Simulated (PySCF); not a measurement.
Si(Cl)2(F)(OSiH3) (Cl2FH3OSi2), SMILES F[Si](Cl)(Cl)O[SiH3].

Geometry optimised at PBE-D3(BJ)/def2-SVP. The structure was generated by enumeration, and PubChem lists no compound with its InChIKey, so it may never have been made. Other conformers were not sampled.

Calculation: TDDFT-PBE0/def2-SVPD run with PySCF.

Vertical excitations. 

Computed excitation energies, oscillator strengths and character:
```tsv
state	energy (eV)	λ (nm)	f	main pairs
S1	7.45	167	0.003	HOMO→LUMO 93 %
S2	7.62	163	0.005	HOMO−1→LUMO 87 %
S3	7.78	159	0.027	HOMO−2→LUMO 83 %
S4	7.93	156	0.000	HOMO−3→LUMO 77 %, HOMO→LUMO+1 12 %
S5	8.20	151	0.048	HOMO−4→LUMO 57 %, HOMO→LUMO+1 21 %, HOMO−1→LUMO+1 9 %
S6	8.48	146	0.007	HOMO→LUMO+1 57 %, HOMO−4→LUMO 19 %, HOMO−3→LUMO 9 %
S7	8.53	145	0.048	HOMO−5→LUMO 80 %
S8	8.61	144	0.006	HOMO−1→LUMO+1 69 %, HOMO−4→LUMO 13 %
S9	8.71	142	0.003	HOMO−2→LUMO+1 74 %
S10	8.83	140	0.060	HOMO→LUMO+2 76 %, HOMO−3→LUMO+1 13 %
T1	7.04	176	0	HOMO→LUMO 81 %
T2	7.20	172	0	HOMO−1→LUMO 73 %
T3	7.30	170	0	HOMO−2→LUMO 65 %, HOMO−1→LUMO+1 15 %
T4	7.50	165	0	HOMO−3→LUMO 62 %, HOMO→LUMO+1 12 %
```
Triplets are in the Tamm–Dancoff approximation, which puts them higher than full response would, so one can lie above its singlet here.
